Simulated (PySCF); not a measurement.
PySCF 2.14 output of an unrestricted r2SCAN0 calculation on a single atom or ion in cc-pVTZ-X2C, with the spin-free X2C one-electron Hamiltonian (Gaussian nucleus):

```
SCF conv_tol = 1e-09
number electrons alpha = 36  beta = 34
    M. Bursch, H. Neugebauer, S. Ehlert, and S. Grimme.,  J. Chem. Phys. 156, 134105 (2022)
cycle= 1 E= -14059.1537081839  delta_E= 0.00236  |g|= 0.69  |ddm|= 0.293
cycle= 2 E= -14058.940311757  delta_E= 0.213  |g|= 1.85  |ddm|= 0.431
cycle= 3 E= -14059.1896043601  delta_E= -0.249  |g|= 0.041  |ddm|= 0.316
cycle= 4 E= -14059.1897813877  delta_E= -0.000177  |g|= 0.0183  |ddm|= 0.0203
cycle= 5 E= -14059.1898199948  delta_E= -3.86e-05  |g|= 0.00113  |ddm|= 0.00841
cycle= 6 E= -14059.1898216049  delta_E= -1.61e-06  |g|= 0.000297  |ddm|= 0.00368
cycle= 7 E= -14059.1898218121  delta_E= -2.07e-07  |g|= 9.18e-05  |ddm|= 0.00193
cycle= 8 E= -14059.1898218144  delta_E= -2.37e-09  |g|= 1.4e-05  |ddm|= 0.000182
cycle= 9 E= -14059.189821814  delta_E= 4.04e-10  |g|= 3.75e-06  |ddm|= 9.15e-05
converged SCF energy = -14059.189821814  <S^2> = 2.0106131  2S+1 = 3.0070671
```

The run itself started from symmetry-adapted Hartree-Fock orbitals and held the occupation by maximum overlap, on a logarithmic radial grid, so the iterations belong to that start.

Which element, charge and spin multiplicity is this?

Yb (ytterbium, neutral), multiplicity 3; the state was [Xe] 4f14 5d2, high-spin 3F determinant (an excited configuration).

Spin-orbit coupling, absent here, splits the open shell strongly.
